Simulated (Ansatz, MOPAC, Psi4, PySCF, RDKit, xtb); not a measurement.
Dimer: HF (SMILES F) (first 2 atoms) with CH4O (SMILES CO); geometry from B3LYP-D3(BJ)/def2-TZVP, rigid monomers moved along the line of their centres of mass till H2···O4 is 2.29 Å.
(charge 0, multiplicity 1):
```
atom    x (Å)    y (Å)   z (Å)
----  -------  -------  ------
F      0.0851   0.0129  0.2358
H     -0.2159  -0.0603  1.1336
C      0.4929   0.4135  4.1704
O     -0.5764  -0.1462  3.3966
H      0.2213   0.4656  5.2265
H      0.6519   1.4206  3.7926
H      1.4147  -0.1605  4.0514
H     -0.7514  -1.0461  3.6920
```

```tsv
level	interaction energy (meV)	minus MP2/CBS(aug-cc-pVDZ, aug-cc-pVTZ) + ΔCCSD(T)/aug-cc-pVDZ	cost
UFF	65.2	339.5	-
GFN-FF	-249.7	24.5	-
AM1	-147.2	127.1	-
PM3	-81.5	192.8	-
PM6	-143.7	130.6	-
PM7	-149.3	124.9	-
GFN1-xTB	-221.3	52.9	-
GFN2-xTB	-246.5	27.7	-
HF/STO-3G (no counterpoise)	-146.8	127.5	-
HF/3-21G (no counterpoise)	-417.7	-143.5	-
HF/6-31G*	-279.2	-5.0	-
HF/6-31G* (no counterpoise)	-311.6	-37.4	-
HF/aug-cc-pVDZ	-260.2	14.0	-
HF/aug-cc-pVTZ	-255.7	18.5	-
PBE/def2-TZVPPD	-272.4	1.8	×1
PBE-D3(BJ)/def2-TZVPPD	-289.3	-15.1	×1
PBE-D4/def2-TZVPPD	-286.4	-12.2	×1
BP86/6-31G* (no counterpoise)	-310.8	-36.6	-
r2SCAN-D3(BJ)/def2-TZVPPD	-283.7	-9.5	×1
r2SCAN-D4/def2-TZVPPD	-282.5	-8.2	×1
B3LYP/3-21G (no counterpoise)	-452.3	-178.1	-
B3LYP/6-31G* (no counterpoise)	-336.8	-62.6	-
B3LYP/6-311+G** (no counterpoise)	-309.1	-34.9	-
B3LYP-D4/def2-TZVPPD	-282.4	-8.2	×1
PBE0/def2-TZVPPD	-270.7	3.5	×1
PBE0-D3(BJ)/def2-TZVPPD	-286.1	-11.8	×1
M06-2X/6-31G* (no counterpoise)	-332.4	-58.2	-
wB97X-V/def2-TZVPPD	-281.1	-6.9	×3
wB97M-V/def2-TZVPPD	-277.6	-3.4	×3
MP2/6-31G*	-286.4	-12.1	-
MP2/6-31G* (no counterpoise)	-348.9	-74.7	-
MP2/aug-cc-pVDZ	-269.7	4.5	-
MP2/aug-cc-pVTZ	-273.1	1.1	×3
MP2/CBS(aug-cc-pVDZ, aug-cc-pVTZ)	-276.4	-2.2	-
SCS-MP2/aug-cc-pVDZ	-260.0	14.2	-
SCS-MP2/aug-cc-pVTZ	-262.5	11.7	-
CCSD/aug-cc-pVDZ	-264.4	9.8	-
CCSD(T)/aug-cc-pVDZ	-267.5	6.7	×6
MP2/CBS(aug-cc-pVDZ, aug-cc-pVTZ) + ΔCCSD(T)/aug-cc-pVDZ	-274.2	0.0	×9
SAPT0/jun-cc-pV(D+d)Z	-300.3	-26.0	-
```

 The comparison column counts from a level with limits of its own.

The rows run from -452.3 (B3LYP/3-21G (no counterpoise)) to 65.2 meV (UFF). In aug-cc-pVDZ the value moves HF -260.2, MP2 -269.7, CCSD -264.4, CCSD(T) -267.5, a shift of -7.3 from HF to CCSD(T). From aug-cc-pVDZ to aug-cc-pVTZ MP2 changes by -3.4. The dispersion term adds -16.9 in PBE-D3(BJ), -14.0 in PBE-D4, -15.4 in PBE0-D3(BJ). The 4 functionals in def2-TZVPPD without D3 or D4 span 10.4, from wB97X-V to PBE0.

Interaction energies are E(AB) − E(A) − E(B) at the monomers' geometry in the complex; basis-set methods are counterpoise corrected. Rows marked so take none. RDKit's UFF carries no charges.

Cores are frozen in the correlated methods. CBS: X⁻³ extrapolation of the correlation energy, Hartree–Fock from the larger set. Rows in 3-21G, 6-311+G**, 6-31G*, STO-3G carry no dispersion term and start afresh at each structure (6-31G* with six Cartesian d functions). MP2/6-31G* freezes PySCF's default core. The state that AM1, PM3, PM6, PM7 reach isn't checked; PM7 holds dispersion and hydrogen-bond terms.

Programs: Ansatz (an electronic-structure program); MOPAC for AM1, PM3, PM6, PM7 (differences of heats of formation); Psi4 for SAPT; PySCF for 3-21G rows, 6-311+G** rows, 6-31G* rows, STO-3G rows, the dispersion terms; RDKit for the force fields; xtb for the GFN methods. Values without a source in brackets are computed.

Costs are rough ratios of core time to PBE/def2-TZVPPD (about 4 s over the structures, on one shared machine); a dash marks a level with no comparable run of its own.
